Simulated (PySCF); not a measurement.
Nuclear quadrupole coupling in `[SiH3]N=P12C=CC(C=C1)C=C2`

Species: C7H10NPSi.
SMILES with atom numbers: `[SiH3:1][N:2]=[P@:3]12[CH:4]=[CH:5][C@H:6]([CH:7]=[CH:8]1)[CH:9]=[CH:10]2` (hydrogens: H11, H12, H13 on Si1; H14 on C4; H15 on C5; H16 on C6; H17 on C7; H18 on C8; H19 on C9; H20 on C10)

Structure used (PBE0-D3(BJ)/def2-SVP), in Å, numbered top down from 1:
```xyz
20
C7H10NPSi angstrom
Si     3.5280    0.2753   -0.1475
N      1.9493    0.8902   -0.0312
P      0.4902    0.3774    0.0036
C     -0.2135   -0.6365   -1.3554
C     -1.5060   -0.9131   -1.1841
C     -2.1897   -0.3759    0.0760
C     -2.0421    1.1490    0.0791
C     -0.8096    1.6540    0.0467
C     -1.4364   -0.9244    1.2911
C     -0.1362   -0.6492    1.3911
H      3.7525   -0.5546   -1.3840
H      3.9112   -0.6051    1.0120
H      4.5185    1.3955   -0.1889
H      0.3939   -0.9515   -2.2063
H     -2.0986   -1.4982   -1.8936
H     -3.2459   -0.6670    0.1043
H     -2.9463    1.7635    0.1079
H     -0.5488    2.7140    0.0447
H     -1.9887   -1.5146    2.0282
H      0.5191   -0.9698    2.2035
```

Field gradients from the PBE0/pcSseg-1 density (PySCF, non-relativistic), principal values in atomic units, ordered |Vxx| ≤ |Vyy| ≤ |Vzz|:

| atom | Vxx | Vyy | Vzz |
| --- | --- | --- | --- |
| N2 | -0.2215 | -0.4039 | 0.6254 |

Find the asymmetry η = (Vxx − Vyy)/Vzz and the couplings χ = eQV/h (234.96 MHz × Q in barn × V in au), with Q(14N) = 0.02044 b.

| atom | environment | nucleus | η | χzz (MHz) | χxx (MHz) | χyy (MHz) |
| --- | --- | --- | --- | --- | --- | --- |
| N2 | nitrogen bonded to P and Si | 14N | 0.29 | 3.004 | -1.064 | -1.940 |

The tensor is traceless: Vxx + Vyy + Vzz = 0.

What is Vzz at N2 in SI units (1 au = 9.71736 × 10²¹ V/m²)?

0.6254 au = 6.077 × 10²¹ V/m².

And the gradient at the other heavy atoms, for which no coupling is worked out here?

```tsv
atom	environment	Vzz (au)	η
Si1	SiH3 silicon	0.157	0.47
P3	phosphorus bonded to 3 C and N	-0.393	0.07
C4	alkene CH carbon	0.228	0.85
C5	alkene CH carbon	0.278	0.85
C6	sp3 carbon at a ring junction	-0.092	0.05
C7	alkene CH carbon	0.278	0.86
C8	alkene CH carbon	0.226	0.94
C9	alkene CH carbon	0.278	0.85
C10	alkene CH carbon	0.228	0.85
```

What couplings would deuterons (Q(2H) = 0.00286 b) have in place of the hydrogens, at this geometry?

```csv
atom,bonded to,bond length (Å),Vzz (au),η,χzz (kHz)
H11,Si1,1.506,0.1331,0.03,89
H12,Si1,1.505,0.1334,0.03,90
H13,Si1,1.496,0.1388,0.02,93
H14,C4,1.092,0.3100,0.05,208
H15,C5,1.094,0.3030,0.05,204
H16,C6,1.096,0.2915,0.00,196
H17,C7,1.094,0.3038,0.05,204
H18,C8,1.092,0.3101,0.04,208
H19,C9,1.094,0.3030,0.05,204
H20,C10,1.092,0.3099,0.04,208
```

Isolated species at its PBE0-D3(BJ)/def2-SVP geometry, gas phase. These gradients aren't converged with respect to the basis.

The run behind these numbers computed NMR shieldings as well. Time: 75 s wall (with the writing of density and orbital grids); peak memory 1.1 GiB. Hardware: an Intel Xeon Platinum 8375C at 2.90 GHz with one thread, no GPU, shared host with 128 logical CPUs at a one-minute load of 63.
